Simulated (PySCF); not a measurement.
Molecule: `S(C)[SiH2]N`, CH7NSSi.

Bonds (- single, = double, # triple, : aromatic): C1-S2, S2-Si3, Si3-N4. C1 carries H5, H6, H7; Si3 carries H8, H9; N4 carries H10, H11.

Frames of a GFN2-xTB Langevin trajectory at 300 K; GIAO PBE0/pcSseg-1 shieldings in PySCF 2.14.0 with density-fitted response routines, gas phase, non-relativistic; equivalent atoms averaged within each frame.

Scale: ¹³C (186.93 ppm), ²⁹Si (349.16 ppm), ¹H (31.72 ppm) against TMS; ³³S (503.73 ppm) vs CS2; NH3 for ¹⁵N (267.73 ppm) (reference shieldings calculated alike). The references are static minima.

Q: How do the shifts (ppm) fluctuate along the trajectory?

A: 
| time (fs) | C1 | S2 | Si3 | N4 | H8/H9 | H5/H6/H7 | H10/H11 |
| --- | --- | --- | --- | --- | --- | --- | --- |
| 250 | 9.9 | -231 | -18.9 | 9.4 | 5.31 | 2.46 | 0.02 |
| 425 | 11.0 | -229 | -20.9 | 1.0 | 6.10 | 2.22 | 0.63 |
| 625 | 15.7 | -188 | -25.7 | 9.6 | 4.81 | 2.13 | 1.07 |
| 800 | 16.0 | -180 | -2.4 | 21.2 | 5.46 | 2.47 | 1.27 |
| 1000 | 20.0 | -157 | -19.2 | 12.5 | 5.27 | 3.47 | -0.54 |
| mean of frames | 14.5 | -197 | -17.4 | 10.7 | 5.39 | 2.55 | 0.49 |
| standard deviation | 4.1 | 32 | 8.8 | 7.3 | 0.47 | 0.53 | 0.75 |

5 frames give an uncertainty of the mean of about the standard deviation over 2.2 at best, since frames this close in time may not be independent; classical motion lacks zero-point vibration, and the reference would need the same averaging.
